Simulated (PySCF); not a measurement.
Species: C₉H₇N.
Bonds: C1–C2 (aromatic), C2–C3 (aromatic), C3–C4 (aromatic), C4–N5 (aromatic), N5–C6 (aromatic), C6–C7 (aromatic), C7–C8 (aromatic), C8–C9 (aromatic), C9–C10 (aromatic), C1–C10 (aromatic), C4–C9 (aromatic). Hydrogens: H11 on C1; H12 on C2; H13 on C3; H14 on C6; H15 on C7; H16 on C8; H17 on C10.

The same species was optimised twice, with GFN2-xTB and with PBE0-D3(BJ)/def2-SVP (PySCF), and the same property calculations (PySCF, gas phase) were run on both structures.

| coordinate | GFN2-xTB | PBE0-D3(BJ)/def2-SVP | change |
| --- | --- | --- | --- |
| C1–C2 (Å) | 1.405 | 1.415 | +0.010 |
| C6–C7 (Å) | 1.407 | 1.417 | +0.010 |
| C9–C10 (Å) | 1.409 | 1.418 | +0.009 |
| C1–C10 (Å) | 1.367 | 1.375 | +0.008 |
| C2–C3 (Å) | 1.367 | 1.375 | +0.008 |
| C3–C4 (Å) | 1.410 | 1.419 | +0.009 |
| C4–N5 (Å) | 1.349 | 1.357 | +0.008 |
| N5–C6 (Å) | 1.302 | 1.310 | +0.008 |
| C4–C9 (Å) | 1.423 | 1.430 | +0.007 |
| C8–C9 (Å) | 1.411 | 1.416 | +0.005 |
| C7–C8 (Å) | 1.368 | 1.373 | +0.005 |
| C4–N5–C6 (°) | 118.6 | 118.2 | -0.4 |
| N5–C4–C9 (°) | 122.1 | 122.4 | +0.3 |
| C2–C3–C4 (°) | 120.2 | 120.5 | +0.3 |
| C3–C4–C9 (°) | 119.1 | 118.9 | -0.2 |
| C4–C9–C10 (°) | 119.1 | 119.3 | +0.2 |
| C1–C2–C3 (°) | 120.7 | 120.6 | -0.1 |
| C8–C9–C10 (°) | 123.4 | 123.3 | -0.1 |
| C3–C4–N5 (°) | 118.8 | 118.7 | -0.1 |

Rotational constants: A = 3197, B = 1287, C = 917.6 MHz (GFN2-xTB) against A = 3156, B = 1273, C = 907.1 MHz (PBE0-D3(BJ)/def2-SVP). Point groups within 0.08 Å: Cs and Cs.

On the GFN2-xTB structure: HOMO (eV) -6.88 [PBE0/pcSseg-1]; LUMO (eV) -1.59 [PBE0/pcSseg-1]; dipole (D) 2.07 [PBE0/pcSseg-1]; GIAO shielding of C1 (ppm) 54.9 [PBE0/pcSseg-1]; GIAO shielding of C2 (ppm) 51.8 [PBE0/pcSseg-1]; GIAO shielding of C3 (ppm) 48.6 [PBE0/pcSseg-1]; GIAO shielding of C4 (ppm) 34.3 [PBE0/pcSseg-1]; GIAO shielding of N5 (ppm) -90.9 [PBE0/pcSseg-1]; GIAO shielding of C6 (ppm) 31.8 [PBE0/pcSseg-1]; GIAO shielding of C7 (ppm) 61.1 [PBE0/pcSseg-1]; GIAO shielding of C8 (ppm) 44.9 [PBE0/pcSseg-1].

Problem. What do these properties become on the PBE0-D3(BJ)/def2-SVP structure?

Solution. 
```tsv
property	level	on GFN2-xTB	on PBE0-D3(BJ)/def2-SVP	change
HOMO (eV)	PBE0/pcSseg-1	-6.88	-6.88	0.00
LUMO (eV)	PBE0/pcSseg-1	-1.59	-1.63	-0.04
dipole (D)	PBE0/pcSseg-1	2.07	2.09	+0.02
energy, GFN2-xTB geometry as zero (kcal/mol)	PBE0/pcSseg-1	0.0	-0.2	-0.2
GIAO shielding of C1 (ppm)	PBE0/pcSseg-1	54.9	52.4	-2.5
GIAO shielding of C2 (ppm)	PBE0/pcSseg-1	51.8	49.8	-2.0
GIAO shielding of C3 (ppm)	PBE0/pcSseg-1	48.6	46.3	-2.3
GIAO shielding of C4 (ppm)	PBE0/pcSseg-1	34.3	32.1	-2.2
GIAO shielding of N5 (ppm)	PBE0/pcSseg-1	-90.9	-94.1	-3.2
GIAO shielding of C6 (ppm)	PBE0/pcSseg-1	31.8	29.4	-2.4
GIAO shielding of C7 (ppm)	PBE0/pcSseg-1	61.1	58.7	-2.4
GIAO shielding of C8 (ppm)	PBE0/pcSseg-1	44.9	43.1	-1.8
```

The heavy atoms differ by 0.011 Å rms after alignment. Among bonds between heavy atoms C1–C2, C3–C4, C6–C7 and C9–C10 change most and about equally (+0.009 to +0.010 Å). Changes are differences of the printed values. Neither structure is proved a minimum here.
